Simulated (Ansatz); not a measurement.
C5H5ClMg (`[Cl][Mg]1234[C@H]5[C@@H]1[C@@H]2[C@@H]3[C@H]54`), 12 atoms. The species carries charge 0 and has multiplicity 1. Correlated methods include outer-core shells of Mg, which these sets cover unevenly. Hardware: A = 2 threads of a server CPU on a shared host; B = 2 threads of an AMD EPYC 7R13 on a shared host and a share of an NVIDIA H100 80 GB. Correlated methods freeze the cores. Open-shell runs search over several starts.

(1) How many basis functions does each run have, and how long does it take in Ansatz? RHF-CCSD(T)/def2-SVP energy [B]; RKS ωB97M-V/def2-QZVPP energy [B]; RKS ωB97M-V/def2-TZVPP energy and forces [A]; RKS ωB97M-V/def2-SVP energy [A]; RKS SPW92 (LDA)/def2-TZVPP energy [A]; RKS r2SCAN-D4/def2-TZVPP energy and forces [A]; RKS PBE-D4/def2-TZVPP energy and forces [A]; RHF-CCSD(T)/def2-TZVPP energy [B]; RHF-MP2/def2-QZVPP energy [B]; UKS PBE-D4/def2-TZVPP energy of the cation [A]; direct RPA on PBE orbitals/def2-TZVPP energy [A]; RKS PBE0-D4/def2-SVP energy [A]. (Estimate.)

Results:

(1) The calculation gave: Other jobs shared the machine, so times are rough.

| level | job | functions | wall time | peak host memory (GiB) |
| --- | --- | --- | --- | --- |
| RKS PBE0-D4/def2-SVP | energy [A] | 131 | 5.5 s | 0.39 |
| RKS SPW92 (LDA)/def2-TZVPP | energy [A] | 299 | 5.5 s | 0.53 |
| RKS PBE-D4/def2-TZVPP | energy and forces [A] | 299 | 10 s | 0.53 |
| RKS ωB97M-V/def2-QZVPP | energy [B] | 568 | 13 s | 1.2 |
| RHF-CCSD(T)/def2-SVP | energy [B] | 131 | 15 s | 0.77 |
| RHF-CCSD(T)/def2-TZVPP | energy [B] | 299 | 18 s | 0.86 |
| RKS r2SCAN-D4/def2-TZVPP | energy and forces [A] | 299 | 19 s | 0.57 |
| RHF-MP2/def2-QZVPP | energy [B] | 568 | 20 s | 1.1 |
| RKS ωB97M-V/def2-SVP | energy [A] | 131 | 23 s | 0.52 |
| direct RPA on PBE orbitals/def2-TZVPP | energy [A] | 299 | 27 s | 1 |
| RKS ωB97M-V/def2-TZVPP | energy and forces [A] | 299 | 38 s | 1.5 |
| UKS PBE-D4/def2-TZVPP | energy of the cation [A] | 299 | 9.2 min | 1.4 |
